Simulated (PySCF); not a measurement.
Molecule: `InChI=1S/C2H7OPSi/c3-4-1-2(4)5/h2,4H,1H2,5H3/t2-/m0/s1`.

Geometry (Å), atoms numbered from 1 in this order:
```xyz
12

O     0.270    2.143    1.164
P    -0.733    1.146    0.781
C    -0.593   -0.615    1.108
C    -0.484   -0.189   -0.394
Si    1.211   -0.305   -1.211
H    -2.059    1.528    0.827
H    -1.442   -1.226    1.374
H     0.332   -0.940    1.567
H    -1.338   -0.482   -0.990
H     2.234    0.259   -0.338
H     1.473   -1.731   -1.430
H     1.132    0.411   -2.484
```

Frames of a GFN2-xTB Langevin trajectory at 400 K; GIAO PBE0/pcSseg-1 shieldings in PySCF, gas phase, non-relativistic; equivalent atoms averaged within each frame.

Referencing at the same level of theory: 17O (336.08 ppm) against H2O; H3PO4 for 31P (318.38 ppm); 13C (186.93 ppm), 29Si (349.16 ppm), 1H (31.72 ppm) against TMS. The references are static minima.

Q: How do the shifts (ppm) fluctuate along the trajectory?

A: 
```csv
time (fs),O1,P2,C3,C4,Si5,H6,H10/H11/H12,H7,H8,H9
optimised geometry,24.5,-101.1,11.3,2.6,-75.3,7.03,4.19,0.99,1.18,0.34
250,20.5,-105.0,13.4,12.6,-78.2,7.03,4.09,1.03,0.81,0.49
425,60.0,-81.1,8.6,6.0,-81.1,7.56,3.91,0.39,1.87,1.73
625,16.0,-106.5,8.9,6.5,-68.2,7.00,4.98,0.14,1.01,0.43
800,10.4,-121.5,15.4,12.2,-71.0,6.55,5.09,1.39,1.52,0.68
1000,42.6,-83.8,6.4,2.3,-87.3,7.77,3.56,1.37,1.94,0.94
mean of frames,29.9,-99.6,10.5,7.9,-77.2,7.18,4.32,0.86,1.43,0.85
standard deviation,20.8,16.9,3.7,4.4,7.7,0.49,0.68,0.57,0.51,0.53
```

5 frames give an uncertainty of the mean of about the standard deviation over 2.2 at best, since frames this close in time may not be independent; classical motion lacks zero-point vibration, and the reference would need the same averaging.
